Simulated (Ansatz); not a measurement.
The inner images of a band of BrH + H4Sn (7 atoms, charge 0, multiplicity 1) are given out of order.

Method: Ansatz, RKS PBE0-D4/def2-SVP.

Image 0:

```xyz
7
Properties=species:S:1:pos:R:3
Sn 0.311 0.000 -0.157
H 0.185 0.000 1.556
H 1.970 0.000 -0.577
H -0.448 1.403 -0.767
H -0.448 -1.403 -0.767
Br -3.349 0.000 1.876
H -1.973 0.000 2.245
```

Image 8:

```xyz
7
Properties=species:S:1:pos:R:3
Sn -0.469 0.000 -0.753
H 0.061 0.000 3.503
H 0.836 0.000 0.346
H -0.526 1.418 -1.701
H -0.526 -1.418 -1.701
Br -2.554 0.000 0.635
H -0.573 0.000 3.080
```

**Question.** Put them in order from the first end to the last, with their energies above the first end.
A.
```xyz
7
Properties=species:S:1:pos:R:3
Sn -0.479 0.000 -0.612
H 0.144 0.000 3.059
H 0.829 0.000 0.483
H -0.532 1.426 -1.549
H -0.532 -1.426 -1.549
Br -2.593 0.000 0.734
H -0.587 0.000 2.842
```
B.
```xyz
7
Properties=species:S:1:pos:R:3
Sn -0.365 0.000 -0.210
H 0.048 0.000 2.084
H 1.357 0.000 0.127
H -0.681 1.512 -0.907
H -0.681 -1.512 -0.907
Br -2.696 0.000 1.127
H -0.733 0.000 2.094
```
C.
```xyz
7
Properties=species:S:1:pos:R:3
Sn -0.444 0.000 -0.335
H 0.112 0.000 2.343
H 1.152 0.000 0.324
H -0.640 1.495 -1.117
H -0.640 -1.495 -1.117
Br -2.642 0.000 0.963
H -0.651 0.000 2.348
```
D.
```xyz
7
Properties=species:S:1:pos:R:3
Sn -0.176 0.000 -0.133
H -0.041 0.000 1.858
H 1.550 0.000 -0.022
H -0.689 1.487 -0.774
H -0.689 -1.487 -0.774
Br -2.743 0.000 1.364
H -0.964 0.000 1.889
```
E.
```xyz
7
Properties=species:S:1:pos:R:3
Sn -0.471 0.000 -0.472
H 0.145 0.000 2.646
H 0.957 0.000 0.468
H -0.582 1.455 -1.349
H -0.582 -1.455 -1.349
Br -2.602 0.000 0.861
H -0.615 0.000 2.603
```
F.
```xyz
7
Properties=species:S:1:pos:R:3
Sn 0.028 0.000 -0.088
H 0.004 0.000 1.687
H 1.719 0.000 -0.200
H -0.664 1.431 -0.722
H -0.664 -1.431 -0.722
Br -2.817 0.000 1.567
H -1.358 0.000 1.887
```
G.
```xyz
7
Properties=species:S:1:pos:R:3
Sn 0.197 0.000 -0.100
H 0.064 0.000 1.622
H 1.870 0.000 -0.431
H -0.562 1.405 -0.705
H -0.562 -1.405 -0.705
Br -3.089 0.000 1.753
H -1.670 0.000 1.973
```

**Answer.** G (+0.04 eV), F (+0.41 eV), D (+1.14 eV), B (+0.47 eV), C (-0.21 eV), E (-0.58 eV), A (-0.72 eV).

Time of the run: 4.6 min on 1 thread of Arm Neoverse V1, with other jobs on the host, peak memory 0.21 GiB.
